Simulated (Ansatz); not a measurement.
`NC(N)=C[SiH3]`. Charge 0, multiplicity 1. The structure was optimised at the PBE0-D4/def2-TZVP level. It is one conformer, not always the lowest.

```xyz
13

N     0.603    1.089   -1.769
C     0.266    0.229   -0.739
N     0.786   -1.034   -0.945
C    -0.480    0.601    0.329
Si   -0.780   -0.379    1.842
H     0.563    0.674   -2.688
H     0.143    1.984   -1.728
H     1.723   -1.035   -1.321
H     0.688   -1.656   -0.157
H    -0.935    1.586    0.267
H    -0.529    0.414    3.079
H     0.123   -1.571    1.876
H    -2.173   -0.903    1.953
```

Q: What is the dipole moment at PBE/def2-TZVPP? (Estimate.)

A: Computed: 2.73 D, with components (1.13, 0.39, -2.46) D in this frame, pointing from negative to positive charge.

Q: And with r2SCAN, B3LYP, ωB97M-V? (Estimate.)

A: Ansatz gave: r2SCAN 2.79 D, B3LYP 2.64 D, ωB97M-V 2.68 D.

Q: Give the Mulliken charges with PBE, ωB97M-V, r2SCAN in def2-TZVPP. (An estimate is asked.)

A: Ansatz gave: 
| atom | PBE | ωB97M-V | r2SCAN |
| --- | --- | --- | --- |
| N1 | -0.30 | -0.27 | -0.34 |
| C2 | 0.21 | 0.32 | 0.33 |
| N3 | -0.30 | -0.29 | -0.34 |
| C4 | -0.27 | -0.37 | -0.37 |
| Si5 | 0.21 | 0.21 | 0.34 |
| H6 | 0.16 | 0.13 | 0.16 |
| H7 | 0.16 | 0.12 | 0.16 |
| H8 | 0.16 | 0.13 | 0.16 |
| H9 | 0.16 | 0.14 | 0.16 |
| H10 | 0.04 | 0.05 | 0.03 |
| H11 | -0.07 | -0.05 | -0.09 |
| H12 | -0.09 | -0.07 | -0.11 |
| H13 | -0.07 | -0.05 | -0.09 |

B3LYP here is the variant with VWN-RPA as its local correlation; programs differ in this.
